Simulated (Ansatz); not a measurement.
Ansatz (an electronic-structure program) input (B97M-V/def2-TZVPD):

Ansatz 0.2 input:
```yaml
crystal:
  periodic: [false, false, false]
  atoms:
    - {symbol: C, position_ang: [-2.70778772, -0.65331949, -0.41539753]}
    - {symbol: C, position_ang: [-1.51786384, 0.02619302, 0.25576849]}
    - {symbol: C, position_ang: [-0.22219759, -0.14557627, -0.53232133]}
    - {symbol: C, position_ang: [0.98703306, 0.50905786, 0.11748509]}
    - {symbol: C, position_ang: [2.23678266, 0.40636272, -0.74563050]}
    - {symbol: O, position_ang: [1.18322608, -0.13906207, 1.38025596]}
    - {symbol: H, position_ang: [-2.53896246, -1.72815321, -0.51728319]}
    - {symbol: H, position_ang: [-3.62389518, -0.51484834, 0.16171872]}
    - {symbol: H, position_ang: [-2.88139227, -0.25097478, -1.41688892]}
    - {symbol: H, position_ang: [-1.37701651, -0.37489594, 1.26099599]}
    - {symbol: H, position_ang: [-1.72515330, 1.09499536, 0.37544002]}
    - {symbol: H, position_ang: [-0.34348373, 0.27515692, -1.53569584]}
    - {symbol: H, position_ang: [-0.00499949, -1.21142007, -0.66028572]}
    - {symbol: H, position_ang: [0.75794647, 1.57068965, 0.29089279]}
    - {symbol: H, position_ang: [3.09429360, 0.86933129, -0.25016683]}
    - {symbol: H, position_ang: [2.09298835, 0.91360591, -1.70194669]}
    - {symbol: H, position_ang: [2.47820626, -0.64063580, -0.93893946]}
    - {symbol: H, position_ang: [1.94986002, 0.25333868, 1.81068604]}
basis:
  gaussian:
    orbitals: def2-TZVPD
hamiltonian:
  xc: {name: B97M-V}
output: {forces: true}
```

End of the output:

```
integrals: 0.35 GiB planned
1666 factors; their error is unknown
0.57 GiB of the device are held for the grids
1.97 GiB of device memory are held for the factors and their scratch space
mean field: 3.05 GiB planned
mean field evaluation 1: about -7414.2300 eV, gradient 8.4e1 eV
mean field evaluation 2: about -7389.1566 eV, gradient 1.3e2 eV
mean field evaluation 4: about -7430.4806 eV, gradient 9.7e0 eV
mean field evaluation 8: about -7430.6595 eV, gradient 3.8e-1 eV
mean field evaluation 16: about -7430.5779 eV, gradient 1.4e-2 eV
mean field -7430.57787916 eV, -273.0687004324 hartree, gradient 4.1e-5 eV, S^2 0.000000; 0 other end points of the search recorded, 0 dependent functions left out
the calculation of the forces begins
reference -7430.57796528 eV, -273.0687035975 hartree; 25, 25 occupied and 308, 308 virtual orbitals, 1666 factors
Total energy: -7430.57796528 eV, -273.0687035975 hartree
Atom 0 at    -2.707788    -0.653319    -0.415398 Å, force     0.140107     0.073047     0.075076 eV/Å
Atom 1 at    -1.517864     0.026193     0.255768 Å, force     0.023262    -0.088372    -0.136242 eV/Å
Atom 2 at    -0.222198    -0.145576    -0.532321 Å, force     0.004131     0.074150     0.192996 eV/Å
Atom 3 at     0.987033     0.509058     0.117485 Å, force     0.066490    -0.070139    -0.074468 eV/Å
Atom 4 at     2.236783     0.406363    -0.745630 Å, force    -0.159161     0.001582     0.109665 eV/Å
Atom 5 at     1.183226    -0.139062     1.380256 Å, force     0.004487     0.085454    -0.155955 eV/Å
Atom 6 at    -2.538962    -1.728153    -0.517283 Å, force    -0.019354     0.135842     0.008532 eV/Å
Atom 7 at    -3.623895    -0.514848     0.161719 Å, force     0.121813    -0.024235    -0.087117 eV/Å
Atom 8 at    -2.881392    -0.250975    -1.416889 Å, force     0.025378    -0.052387     0.122992 eV/Å
Atom 9 at    -1.377017    -0.374896     1.260996 Å, force    -0.011761     0.042502    -0.092692 eV/Å
Atom 10 at    -1.725153     1.094995     0.375440 Å, force     0.034732    -0.100136    -0.005556 eV/Å
Atom 11 at    -0.343484     0.275157    -1.535696 Å, force     0.023822    -0.040290     0.090676 eV/Å
Atom 12 at    -0.004999    -1.211420    -0.660286 Å, force    -0.013785     0.074376     0.006782 eV/Å
Atom 13 at     0.757946     1.570690     0.290893 Å, force     0.006559    -0.073596    -0.008493 eV/Å
Atom 14 at     3.094294     0.869331    -0.250167 Å, force    -0.108981    -0.064809    -0.061346 eV/Å
Atom 15 at     2.092988     0.913606    -1.701947 Å, force     0.015624    -0.063811     0.117594 eV/Å
Atom 16 at     2.478206    -0.640636    -0.938939 Å, force    -0.032363     0.119104     0.024387 eV/Å
Atom 17 at     1.949860     0.253339     1.810686 Å, force    -0.121000    -0.028282    -0.126830 eV/Å
Dipole moment:     0.178251     0.224351    -0.103519 e Å
```
